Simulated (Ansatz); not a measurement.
Energy profile

The step: SiH₄S₂O₂ ([OH][Si]([OH])([SH])[SH]) → SiH₂SO₂ ([OH][Si]([OH])[S]) + H₂S (still joined by a long Si–S bond); bonds formed: S2–H4; bonds broken: S3–H4; bonds weakened to dative contacts: Si1–S2 (atoms numbered as in the saddle structure below).

```xyz
9
angstrom
Si -0.3889 0.2036 -0.2411
S 1.5240 -0.9467 0.5905
S 0.1824 0.0274 -2.1529
H 1.4003 -0.8214 -0.8856
O -0.3608 1.6196 0.5578
O -1.6474 -0.6392 0.3720
H 2.2440 0.1864 0.6598
H -0.9588 1.6928 1.3060
H -1.9950 -1.3223 -0.2065
```

Electronic energies by CCSD(T) at an estimated basis limit (MP2 extrapolated from triple and quadruple zeta, plus CCSD(T) − MP2 in triple zeta), on PBE0-D4/def2-TZVP structures; SiH4S2O2, closed shell; no counterpoise correction. Ansatz 0.2.0; basis: def2-TZVPP and def2-QZVPP; cores frozen in the correlated methods. Extrapolation: Hartree–Fock as exp(−7.88 √X), correlation as X^−2.97.

(1) Give the profile in eV, counted from the start structure. (To be estimated.)

T1 diagnostic: at most 0.014.

Results:

(1) The calculation gives:
```tsv
point	eV
start structure	0.000
saddle	1.543
end structure	1.237
separated: SiH2SO2 (linked as [OH][Si]([OH])[S]; Si1, S3, O5, O6, H8, H9; singlet) + H2S (S2, H4, H7; singlet)	1.616
```

For scale, one of the runs: CCSD(T)/def2-TZVPP, 244 basis functions, launched by `ansatz run in.yaml --threads 4 --pin off --events-out ev --progress --plain --max-ram 9574MiB`. Hardware: 4 CPU threads of an Arm Neoverse V1, shared host. Wall time 2.3 min; peak host memory 4.6 GiB.
